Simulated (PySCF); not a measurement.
Excitation energy of K by level of theory

K [Ar] 4s1 (2S) → K [Ar] 4p1 (2P), as a difference of total energies. All numbers are calculated (PySCF 2.14, scalar relativity by spin-free X2C-1e, in aug-cc-pwCVTZ-X2C (9s8p6d3f, 84 functions)). Correlated levels: nothing frozen. The calculations carry no spin-orbit coupling.

```
                 method  excitation energy (eV)
                    UHF                   1.420
    MP2 (all electrons)                   1.603
SCS-MP2 (all electrons)                   1.565
   CCSD (all electrons)                   1.598
CCSD(T) (all electrons)                   1.613
```

How much does correlation contribute at CCSD(T) (all electrons)?

1.613 − (1.420) = 0.193 eV, measured against UHF.

Errors of the correlated levels include the incompleteness of this basis.

For comparison: 1.615 eV (measured; NIST levels, between the centres of gravity of the two terms).
